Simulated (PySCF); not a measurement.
# Dipole response of P- (phosphorus, charge -1)

[Ne] 3s2 3p4, high-spin 3P determinant. Computed with PySCF 2.14 in aug-cc-pCVQZ-DK, with the spin-free X2C one-electron Hamiltonian (Gaussian nucleus). Coupled (time-dependent) response in atomic units; α is the mean over directions.

```
method  mean α (bohr³)         α xx, yy, zz  C₆ (like pair)  S(−4)
   UHF           73.63  58.00, 104.9, 58.00           861.1   2772
```

S(−4) is the Cauchy moment in α(ω) = α(0) + S(−4) ω² + …

α(iu) at UHF:

| u (hartree) | α(iu) (bohr³) |
| --- | --- |
| 0 | 73.63 |
| 0.0500 | 67.80 |
| 0.100 | 56.96 |
| 0.200 | 38.33 |
| 0.300 | 26.32 |
| 0.500 | 14.00 |
| 0.750 | 7.642 |
| 1.00 | 4.773 |
| 1.50 | 2.377 |
| 2.00 | 1.437 |
| 3.00 | 0.7137 |
| 5.00 | 0.3056 |

A single London oscillator, α(iu) = α/(1 + u²/ω²), gives C₆ = (3/4) ω α². Matching the computed C₆ needs ω = 4 × 861.1 / (3 × 73.63²) = 0.212 hartree.

For an ion, C₆ is the dispersion term alone; charge-induced terms of lower order in 1/R come first.

The components differ because the open shell of this determinant is not spherical; for a pure term their mean is the scalar polarisability.
